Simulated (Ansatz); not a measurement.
Geometry optimisation, RHF/def2-SVP in Ansatz.

input.yaml

```yaml
crystal:
  periodic: [false, false, false]
  atoms:
    - { symbol: Al, position_ang: [0.030435, -0.527932, -0.470719] }
    - { symbol: Cl, position_ang: [0.008455, 0.080848, 2.896434] }
    - { symbol: F, position_ang: [1.424548, 0.214078, -0.876174] }
    - { symbol: F, position_ang: [-1.408744, 0.151549, -0.826235] }
    - { symbol: Br, position_ang: [0.09189, -2.712983, 0.419478] }
    - { symbol: H, position_ang: [0.031017, -1.23346, 2.744015] }
basis:
  gaussian: { orbitals: def2-SVP }
hamiltonian:
  xc: hf
relax:
  f_tol: 0.03
  max_steps: 50
output:
  orbitals: {}
```

Run as:

```bash
$ ansatz run input.yaml --threads 2 --pin off --max-ram 3072MiB --backend cpu --events-out ev --progress --plain --runs-dir out
```

Problem. Where does it end, and by what steps?

Solution. The forces met the threshold. After 10 steps the energy has fallen by 0.372 eV; Cl2 moved furthest, 0.58 Å. Joined: Al1–Cl2 (3.42 → 2.61 Å).

| step | energy less start (eV) | largest force component (eV/Å) | accepted |
| --- | --- | --- | --- |
| 0 | 0.0000 | 1.474 | yes |
| 1 | -0.1575 | 1.747 | yes |
| 2 | -0.1598 | 2.100 | yes |
| 3 | -0.2508 | 1.875 | yes |
| 4 | -0.3117 | 1.339 | yes |
| 5 | -0.3687 | 0.297 | yes |
| 6 | -0.3703 | 0.149 | yes |
| 7 | -0.3713 | 0.133 | yes |
| 8 | -0.3718 | 0.061 | yes |
| 9 | -0.3713 | 0.143 | no |
| 10 | -0.3719 | 0.013 | yes |

```xyz
6
Properties=species:S:1:pos:R:3
Al 0.026 -0.586 -0.192
Cl 0.011 0.115 2.320
F 1.414 0.197 -0.587
F -1.401 0.124 -0.585
Br 0.084 -2.819 0.104
H 0.043 -1.059 2.827
```

Whether the end is a true minimum wasn't checked by a vibrational analysis.

The run took 20 s on 2 threads of Arm Neoverse V1 (shared host), peak memory 0.21 GiB.
